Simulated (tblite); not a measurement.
C₆H₁₂OP (charge +1).
Numbering: `[CH3:1]/[CH:2]=[CH:3]\[PH2+:4][CH2:5][C:6]([CH3:7])=[O:8]` (hydrogens: H9, H10, H11 on C1; H12 on C2; H13 on C3; H14, H15 on P4; H16, H17 on C5; H18, H19, H20 on C7)

Cartesian coordinates in Å at the GFN2-xTB level; atoms count from 1:
```xyz
20
C6H12OP angstrom
C     -3.386    0.075    0.018
C     -2.385    0.380   -1.021
C     -1.077    0.127   -0.934
P     -0.337   -0.657    0.482
C      1.446   -0.975    0.247
C      1.966    0.453    0.329
C      3.407    0.731    0.167
O      1.099    1.279    0.524
H     -2.940   -0.433    0.875
H     -4.182   -0.542   -0.399
H     -3.855    0.999    0.356
H     -2.760    0.850   -1.921
H     -0.382    0.403   -1.717
H     -0.902   -1.912    0.636
H     -0.540   -0.059    1.699
H      1.646   -1.455   -0.716
H      1.850   -1.623    1.031
H      3.996    0.101    0.831
H      3.712    0.491   -0.852
H      3.618    1.779    0.363
```

Level: GFN2-xTB in tblite, geometry and Hessian alike; calculated harmonic values, unscaled, isolated species. Errors from tens to a few hundred cm⁻¹ against measured bands are possible. Modes of hydrogen on phosphorus can be 10 to 20 % off. One conformer, not necessarily the lowest.

Harmonic wavenumbers (cm⁻¹): 34.2, 45.5, 74.0, 136.3, 163.2, 171.9, 197.4, 220.1, 343.0, 373.2, 444.3, 505.7, 554.1, 627.3, 694.1, 705.0, 744.7, 784.6, 812.7, 834.1, 895.5, 911.9, 941.9, 976.8, 995.2, 1006.8, 1039.5, 1051.8, 1072.8, 1126.5, 1203.6, 1241.8, 1279.7, 1350.7, 1362.5, 1379.5, 1413.3, 1419.5, 1425.1, 1443.1, 1634.1, 1709.0, 2371.8, 2470.1, 2937.1, 2948.9, 2983.0, 3003.1, 3005.5, 3023.2, 3031.0, 3038.1, 3062.2, 3067.5.

A = 4423, B = 841.6, C = 786.4 MHz; mass 131.063 u (most abundant isotopes); point group C1, symmetry number 1.

Task: Zero-point energy?

Result: Half the sum of the wavenumbers: 35144 cm⁻¹ = 100.48 kcal/mol.

Task: Give the ideal-gas entropy at 298.15 K and 1 bar in the rigid-rotor, harmonic-oscillator model (classical rotation).

Result: Translation 40.55, rotation 29.09, vibration 33.86: S = 103.5 cal/(mol K).

Task: And Cp and H(298.15 K) − H(0)?

Result: Cp = 40.54 cal/(mol K), of which vibrations give 32.59 (their classical limit is 54 R = 107.3); H(298.15 K) − H(0) = 7.42 kcal/mol without the zero-point energy, 5.05 from vibrations.

Task: How do the functions run with temperature in this model?

Result: 
```csv
T (K),S (cal/(mol K)),Cp (cal/(mol K)),H − H(0) (kcal/mol),G − H(0) (kcal/mol),ln q(vib)
50,60.4,14.7,0.55,-2.47,0.95
100,72.5,20.5,1.44,-5.81,2.56
373.15,113.5,48.4,10.76,-31.58,10.65
500,129.3,59.9,17.66,-46.99,14.18
750,156.9,76.0,34.80,-82.86,20.86
1000,180.3,86.5,55.20,-125.08,27.06
```

q(vib) and H(0) count from the zero-point level.

Task: What must be added to the electronic energy to get the Gibbs energy at 298.15 K and 1 bar?

Result: ZPE + [H(298.15 K) − H(0)] − T·S = 100.48 + 7.42 − 30.86 = 77.04 kcal/mol.

Hindered rotation and anharmonicity are outside this model. Other conformers, if any are populated, would add a mixing term that is left out. The structure is chiral; the term R ln 2 for an equal mix with its mirror image is left out.
